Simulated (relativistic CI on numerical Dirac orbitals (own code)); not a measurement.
## Spin-allowed bands of a d7 ion in a tetrahedral site, by hand

Problem. A d7 ion in a tetrahedral site has a 4A2 ground term and spin-allowed bands at ν1 = 6350 and ν2 = 9965 cm⁻¹ (from a computed ligand-field model). Find Δ and the Racah parameter B, and predict the third band.

Working.
1. The F term splits into A2 (−1.2Δ), T2 (−0.2Δ) and T1 (+0.6Δ), so ν1 = E(T2) − E(A2) = Δ = 6350 cm⁻¹.
2. T1(F) mixes with T1(P), which lies at 15B, through an element 0.4Δ. The two roots, counted from A2, are ν2,3 = ½(15B + 3Δ) ∓ ½√[(15B − Δ)² + 12BΔ].
3. Solving the lower root for B gives B = (2ν1² + ν2² − 3ν1ν2)/(15ν2 − 27ν1) = -9887025/-21975 = 450 cm⁻¹.
4. The sum of the roots is 15B + 3Δ, so ν3 = 15B + 3ν1 − ν2 = 15834 cm⁻¹ (632 nm).

Check. The bands were computed by exact diagonalisation of the d7 shell with B = 450 and Δ = 6350 cm⁻¹, which gives ν3 = 15835 cm⁻¹. C does not enter the terms of highest spin.
